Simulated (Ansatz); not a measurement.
Mulliken charges of Cl$_{2}$H$_{2}$HfSe$_{2}$ (`[Cl][Hf]([Cl])([SeH])[SeH]`) from ωB97M-V/def2-TZVPP in Ansatz (PBE0-D4/def2-TZVP geometry).

```json
{"atom": "Cl1", "x (Å)": "-2.115", "y (Å)": "-0.924", "z (Å)": "0.641", "charge (e)": "-0.191"}
{"atom": "Hf2", "x (Å)": "0.036", "y (Å)": "-0.452", "z (Å)": "-0.111", "charge (e)": "0.580"}
{"atom": "Cl3", "x (Å)": "1.347", "y (Å)": "-2.363", "z (Å)": "-0.254", "charge (e)": "-0.185"}
{"atom": "Se4", "x (Å)": "0.007", "y (Å)": "0.685", "z (Å)": "-2.387", "charge (e)": "-0.189"}
{"atom": "Se5", "x (Å)": "1.113", "y (Å)": "1.267", "z (Å)": "1.437", "charge (e)": "-0.196"}
{"atom": "H6", "x (Å)": "-1.189", "y (Å)": "1.403", "z (Å)": "-1.905", "charge (e)": "0.098"}
{"atom": "H7", "x (Å)": "0.801", "y (Å)": "0.385", "z (Å)": "2.579", "charge (e)": "0.083"}
```

By hand: the dipole of these point charges (1 e Å = 4.8032 D).

Σ q r = (-0.094, 0.143, 0.057) e Å, of length 0.180 e Å = 0.86 D.

How does the dipole of the full density compare? (Best estimate.)

Ansatz gave: (-0.092, 0.033, 0.038) e Å, 0.50 D; the point charges give 1.72 times that, at 35° from its direction.

Point charges leave out the atoms' own dipoles, such as those of lone pairs, and Mulliken's split depends on the basis, so the two needn't agree.
